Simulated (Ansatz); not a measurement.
ClH$_{5}$N$_{2}$OTi (`[NH2][Ti]([NH2])([OH])[Cl]`). Charge 0, multiplicity 1. Correlated methods include outer-core shells of Ti, which these sets cover unevenly. Scalar relativity is left out up to krypton.

| atom | x (Å) | y (Å) | z (Å) |
| --- | --- | --- | --- |
| N1 | -0.753 | 1.261 | 0.797 |
| Ti2 | -0.119 | -0.065 | -0.354 |
| N3 | 1.616 | -0.514 | 0.187 |
| O4 | -1.159 | -1.515 | -0.276 |
| Cl5 | -0.077 | 0.732 | -2.440 |
| H6 | -0.470 | 2.231 | 0.741 |
| H7 | -1.504 | 1.149 | 1.464 |
| H8 | 2.062 | -1.386 | -0.066 |
| H9 | 2.205 | 0.017 | 0.811 |
| H10 | -1.802 | -1.910 | -0.865 |

Question: Give the diagnostics of a CCSD(T)/def2-TZVPP run (frozen core, Ansatz). (Estimate.)

Answer: Ansatz gave: T1 = 0.0243, largest single amplitude 0.047, largest double 0.021, (T) share of the correlation energy 4.9 %, 14 CCSD cycles. The RHF solution is stable towards an unrestricted one. T1 lies over the customary mark of 0.02 for closed shells; compounds of d metals often pass it without a breakdown.
